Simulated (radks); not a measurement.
Q: The cerium ion Ce44+, configuration [Ne] 3s2 3p2 (the NIST ground configuration). Method: scalar-relativistic Kohn-Sham, LDA (Slater exchange, VWN5 correlation), spin-polarised, spherical densities, finite nucleus; open shells are filled with parallel spins first (spin-orbit coupling, left out, can overturn this in heavy ions); Fermi nuclear charge, rms radius 4.8771 fm; computed with a radial shooting solver on a logarithmic mesh with Libxc functionals. Some entries of the table are withheld. Estimate them.

orbital,occ.,eigenvalue (Ry),<1/r> (bohr^-1),<r> (bohr)
1s up,1,-3168.343,63.30,0.02458
1s down,1,-3167.905,63.30,0.02458
2s up,1,-674.9409,14.80,0.1039
2s down,1,-674.5365,14.80,0.1038
2p up,3,-627.9151,14.00,0.09088
2p down,3,-627.4347,14.00,0.09085
3s up,1,(1),6.013,0.2510
3s down,1,(2),6.005,0.2512
3p up,2,-254.4241,5.754,(3)
3p down,0,-253.0666,5.749,(4)
3d up,0,-238.6522,5.493,0.2144
3d down,0,-237.4672,5.501,0.2142
4s up,0,-142.3741,3.217,0.4666
4s down,0,-141.8759,3.206,0.4679

A: 
(1) 3s up eigenvalue (Ry): -268.8805
(2) 3s down eigenvalue (Ry): -267.5304
(3) 3p up <r> (bohr): 0.2435
(4) 3p down <r> (bohr): 0.2437
